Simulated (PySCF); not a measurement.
CH2, charge +1, doublet, geometry from GFN2-xTB (a state made from the parent by changing its charge; the spin is typed, not shown lowest). Base run: CCSD(T)/STO-3G (PySCF).

Here is a job for PySCF.
```python
from pyscf import gto, scf, cc

mol = gto.Mole()
mol.atom = '''
    C     0.00000000    0.00000000    0.00000000
    H    -0.00000000   -0.00000000   -1.11194657
    H     0.00000000    0.00000000    1.11194657
'''
mol.basis = 'sto-3g'
mol.charge = 1
mol.spin = 1
mol.verbose = 4
mol.build()

mf = scf.UHF(mol)
mf.kernel()

mycc = cc.CCSD(mf)
mycc.kernel()
et = mycc.ccsd_t()
print('E(CCSD(T)) = %.10f' % (mycc.e_tot + et))
```

The base run was repeated with changes; each row names its change, and settings that it needs were set with it.

| change | ΔE vs base (kcal/mol) | MP2 correlation (Eh) | CC correlation without the perturbative part (Eh) | basis functions |
|---|---|---|---|---|
| base | 0.000 | -0.02727 | -0.04216 | 7 |
| cc.level_shift = 0.2 | 0.000 | -0.02727 | -0.04216 | 7 |
| method = mp2 | 9.46 | -0.02727 | - | 7 |
| frozen = 2 | 19.04 | -0.00889 | -0.01200 | 7 |
| cc.iterative_damping = 0.8 | 0.000 | -0.02727 | -0.04216 | 7 |
| cc.conv_tol = 1e-9 | 0.000 | -0.02727 | -0.04216 | 7 |
| method = cisd | 0.405 | - | - | 7 |
| cc.direct = True | 0.000 | -0.02727 | -0.04216 | 7 |
| cc.diis_space = 10 | 0.000 | -0.02727 | -0.04216 | 7 |
| frozen = 1 | 0.141 | -0.02701 | -0.04194 | 7 |

Open shells are given as the SCF converged; they aren't shown to be the lowest states, and a large step between rows can be another state.
